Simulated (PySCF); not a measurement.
Eu+ (europium, charge +1) across methods

[Xe] 4f7 6s1, high-spin 9S determinant. Computed with PySCF 2.14 in cc-pVDZ-X2C (8s7p5d3f1g, 84 functions), with scalar relativity by spin-free X2C-1e.

```json
{"method": "r2SCAN", "E (hartree)": "-10843.43", "mean ε 5p β (eV)": "-28.863", "mean ε 4f α (eV)": "-10.343", "mean ε 6s α (eV)": "-9.036", "Σ⟨r²⟩ (bohr²)": "57.51", "⟨S²⟩": "20.007"}
{"method": "PBE0", "E (hartree)": "-10843.06", "mean ε 5p β (eV)": "-29.960", "mean ε 4f α (eV)": "-12.782", "mean ε 6s α (eV)": "-9.408", "Σ⟨r²⟩ (bohr²)": "57.54", "⟨S²⟩": "20.004"}
{"method": "PBE", "E (hartree)": "-10843.11", "mean ε 5p β (eV)": "-28.321", "mean ε 4f α (eV)": "-10.115", "mean ε 6s α (eV)": "-8.945", "Σ⟨r²⟩ (bohr²)": "57.60", "⟨S²⟩": "20.004"}
{"method": "UHF", "E (hartree)": "-10839.42872", "mean ε 5p β (eV)": "-33.669", "mean ε 4f α (eV)": "-20.453", "mean ε 6s α (eV)": "-10.473", "Σ⟨r²⟩ (bohr²)": "58.48", "⟨S²⟩": "20.007"}
```

Q: Estimate the same row for LDA.

A: E (hartree) = -10835.19; mean ε 5p β (eV) = -28.588; mean ε 4f α (eV) = -10.331; mean ε 6s α (eV) = -9.170; Σ⟨r²⟩ (bohr²) = 57.35; ⟨S²⟩ = 20.003.

Spin-orbit coupling, which splits the p, d and f shells strongly at this Z, is absent.
